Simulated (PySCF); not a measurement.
A calculated (TPSSh, PySCF 2.14, dyall-av2z, the non-relativistic Hamiltonian (point nucleus)) atom or ion has these occupied shells.

```tsv
shell	electrons	orbital energy (eV)	rms radius, mean of both spins (bohr)
1s α	1	-564.73	0.231
1s β	1	-560.59	0.231
2s α	1	-63.163	1.10
2p α	3	-47.095	1.10
```

Name the element and its charge.

O²⁺ (oxygen, charge +2), in [He] 2s1 2p3, high-spin 5S determinant (an excited configuration).
